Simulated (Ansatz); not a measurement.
Calculated with Ansatz (gas phase, PBE0-D4/def2-TZVP geometries, no zero-point term in ΔE). CCSD(T)/CBS is the MP2 limit (def2-TZVPP, def2-QZVPP) plus CCSD(T) − MP2 in def2-TZVPP, frozen cores. DFT in def2-TZVPP. B3LYP here is the variant with VWN-RPA as its local correlation; programs differ in this. For Ge outer-core shells are correlated without core-valence functions, which leaves a few kJ/mol of doubt a bond. Scalar relativity is left out up to krypton. One conformer a species, not always the lowest.

`C[SiH](O)[O][GeH2][OH]` + `[OH][GeH3]` → `C[SiH](O)[GeH2][OH]` + `[OH][GeH2][OH]`  (formal exchange of groups at the Si–O bond)

`C[SiH](O)[O][GeH2][OH]`:

```xyz
14

C     0.492    1.875   -0.622
Si    0.442    0.075   -1.039
O    -1.156   -0.304   -1.299
O     1.029   -0.845    0.179
Ge    0.142   -1.401    1.616
O    -1.339   -0.439    1.746
H     1.510    2.186   -0.374
H     0.139    2.482   -1.458
H    -0.145    2.075    0.243
H     1.224   -0.263   -2.257
H    -1.336   -1.028   -1.899
H    -0.166   -2.892    1.398
H     0.975   -1.095    2.862
H    -1.810   -0.428    0.904
```

`[OH][GeH3]`:

Z-matrix (Å, degrees):
```
Ge
O 1 1.783
H 1 1.531 2 104.3
H 1 1.541 2 109.9 3 119.6
H 1 1.541 2 109.9 3 -119.6
H 2 0.959 1 112.7 3 180.0
```

`C[SiH](O)[GeH2][OH]`:

Z-matrix (Å, degrees):
```
C
Si 1 1.865
H 1 1.092 2 111.1
H 1 1.093 2 111.5 3 121.1
H 1 1.094 2 109.6 3 -119.4
O 2 1.655 1 113.0 3 -56.0
Ge 2 2.389 1 110.6 3 62.6
H 2 1.496 1 108.2 3 -178.5
H 6 0.958 2 118.2 1 -65.8
O 7 1.799 2 107.5 1 59.3
H 7 1.546 2 113.6 1 179.7
H 7 1.538 2 113.7 1 -54.4
H 10 0.959 7 111.9 2 74.0
```

`[OH][GeH2][OH]`:

Z-matrix (Å, degrees):
```
Ge
O 1 1.773
O 1 1.776 2 110.8
H 1 1.525 2 104.9 3 114.7
H 1 1.543 2 109.7 3 -119.9
H 2 0.959 1 113.6 3 70.1
H 3 0.959 1 113.3 2 -91.5
```

```json
{"level": "B3LYP-D4", "ΔE (kJ/mol)": "135.1", "difference from CCSD(T)/CBS": "-1.0"}
{"level": "PBE", "ΔE (kJ/mol)": "110.6", "difference from CCSD(T)/CBS": "-25.5"}
{"level": "r2SCAN", "ΔE (kJ/mol)": "134.0", "difference from CCSD(T)/CBS": "-2.1"}
{"level": "PBE0", "ΔE (kJ/mol)": "120.8", "difference from CCSD(T)/CBS": "-15.3"}
{"level": "HF/def2-TZVPP", "ΔE (kJ/mol)": "154.9", "difference from CCSD(T)/CBS": "18.8"}
{"level": "MP2/def2-TZVPP", "ΔE (kJ/mol)": "142.7", "difference from CCSD(T)/CBS": "6.6"}
{"level": "CCSD/def2-TZVPP", "ΔE (kJ/mol)": "141.1", "difference from CCSD(T)/CBS": "5.0"}
{"level": "HF/def2-QZVPP", "ΔE (kJ/mol)": "156.6", "difference from CCSD(T)/CBS": "20.5"}
{"level": "MP2/def2-QZVPP", "ΔE (kJ/mol)": "141.2", "difference from CCSD(T)/CBS": "5.1"}
{"level": "SCS-MP2/def2-QZVPP", "ΔE (kJ/mol)": "143.0", "difference from CCSD(T)/CBS": "6.9"}
{"level": "CCSD(T)/CBS", "ΔE (kJ/mol)": "136.1", "difference from CCSD(T)/CBS": "0"}
```

Largest T1 diagnostic among the species: 0.012.

From PBE to PBE0 (25 % exact exchange), in def2-TZVPP and without D4, ΔE moves by +10.2 kJ/mol. In def2-TZVPP, CCSD(T) changes the Hartree–Fock value by −15.2 kJ/mol (the triples alone add −1.3 kJ/mol) and MP2 by −12.2 kJ/mol.
